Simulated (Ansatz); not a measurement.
System: C6H12S, charge 0, multiplicity 1. SMILES: C1CCCCSC1
Geometry from a B3LYP-D3(BJ)/def2-TZVP (Ansatz, an electronic-structure program) optimisation:
```xyz
19

C     -0.1601    -1.7656     0.0728
C      0.8862    -1.2630    -0.9351
C      1.7815    -0.1335    -0.4123
C      1.1247     1.2326    -0.2499
S     -0.2944     1.3242     0.8900
C     -1.5291     0.4367    -0.1122
C     -1.5335    -1.0875     0.0226
H      0.2514    -1.6574     1.0786
H     -0.3187    -2.8366    -0.0764
H      0.4020    -0.9564    -1.8687
H      1.5399    -2.0974    -1.2004
H      2.6260    -0.0068    -1.0990
H      2.2053    -0.4402     0.5481
H      1.8482     1.9468     0.1468
H      0.7907     1.6171    -1.2172
H     -2.4999     0.8398     0.1779
H     -1.3621     0.7374    -1.1481
H     -2.1066    -1.4864    -0.8218
H     -2.0840    -1.3657     0.9248
```
Charge 0, spin multiplicity 1.

Computed values are from Ansatz. Valence correlation only, unless marked. Open shells are spin-unrestricted. No spin-orbit coupling. No relativistic terms. CBS(X,Y): correlation extrapolated as X^-3; Hartree-Fock from the larger set. The bracket is a focal-point correction in the basis named.

Question: What is the total energy at RI-MP2/CBS(aug-cc-pV(T+d)Z,aug-cc-pV(Q+d)Z)+[CCSD(T)-MP2]/aug-cc-pV(T+d)Z?

Answer: -633.3218 Eh.

Question: What is the T1 diagnostic at CCSD/aug-cc-pV(T+d)Z?

Answer: 0.010.

Question: What is the dipole moment at CCSD(T)/aug-cc-pV(D+d)Z?

Answer: 1.76 D.

Question: What is the atomisation energy De at RI-MP2/CBS(aug-cc-pV(T+d)Z,aug-cc-pV(Q+d)Z)+[CCSD(T)-MP2]/aug-cc-pV(T+d)Z?

Answer: 7603.3 kJ/mol.
